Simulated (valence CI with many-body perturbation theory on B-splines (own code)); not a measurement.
# As XXI: calculated level list

Computed by relativistic CI+MBPT: three valence electrons over a frozen Dirac-Fock core [Ne], radial functions for each j: 11 s, 11 p, 10 d, 8 f, 5 g, 2 h, with the one-electron correlation potential Σ1 (screened to all orders), the two-electron term Σ2, the three-electron term Σ3, Breit, model QED; selected single and double excitations, second order for the rest, scaled by the run's own slope (own B-spline code, finite nucleus).

No measured levels were compared; by estimate levels of excited configurations hold to 0.05 to 0.15 % of their energy, terms of the ground configuration to about 0.5 %.

Levels 136 to 151 of 151, with energies above the lowest level, 3s²3p ²P°_1/2. "Leading %" is the weight of the configuration and term that name the level; weights of strongly mixed levels are sums over their largest components and can fall short, so below about 35 % the name and the second component can differ from the true leading terms, or belong to a minority configuration. Lifetimes count E1, E2, E3, M1 and M2 decay at the calculated energies, and are blank where another channel may lead or the interval is too uncertain; long ones can be off by a factor of two.

| No. | Configuration | Term | J | E (× 10³ cm⁻¹) | Leading % | Lifetime | Second component | g |
| --- | --- | --- | --- | --- | --- | --- | --- | --- |
| 136 | 3d³ | ⁴P | 1/2 | 2859.0 | 95 | 7.61 ps |  | 2.588 |
| 137 | 3d³ | ⁴P | 3/2 | 2859.3 | 88 | 7.54 ps | 9 % 3d³ ²P | 1.674 |
| 138 | 3d³ | ⁴P | 5/2 | 2865.5 | 98 | 7.88 ps |  | 1.594 |
| 139 | 3d³ | ²H | 11/2 | 2868.6 | 100 | 14.8 ps |  | 1.089 |
| 140 | 3d³ | ²H | 9/2 | 2870.6 | 54 | 13.2 ps | 44 % 3d³ ²G | 1.001 |
| 141 | 3d³ | ²D | 3/2 | 2881.1 | 64 | 7.90 ps | 25 % 3d³ ²P | 1.010 |
| 142 | 3d³ | ²P | 1/2 | 2887.3 | 94 | 7.71 ps |  | 0.746 |
| 143 | 3d³ | ²D | 5/2 | 2891.5 | 97 | 8.47 ps |  | 1.201 |
| 144 | 3d³ | ²P | 3/2 | 2898.9 | 64 | 8.45 ps | 31 % 3d³ ²D | 1.173 |
| 145 | 3d³ | ²F | 7/2 | 2919.0 | 98 | 10.2 ps |  | 1.140 |
| 146 | 3d³ | ²F | 5/2 | 2921.1 | 98 | 10.1 ps |  | 0.860 |
| 147 | 3s²4s | ²S | 1/2 | 2959.1 | 97 | 927 fs |  | 2.001 |
| 148 | 3d³ | ²D | 5/2 | 2990.1 | 97 | 8.42 ps |  | 1.196 |
| 149 | 3d³ | ²D | 3/2 | 2991.6 | 98 | 8.63 ps |  | 0.798 |
| 150 | 3s²4p | ²P° | 1/2 | 3134.0 | 95 | 3.69 ps |  | 0.665 |
| 151 | 3s²4p | ²P° | 3/2 | 3157.4 | 95 | 3.79 ps |  | 1.333 |

Names give the largest LS component (configuration and term), which can be under half, so a name can repeat, a term be missing and a line seem to break the LS rules; names also repeat where a configuration has a term twice.
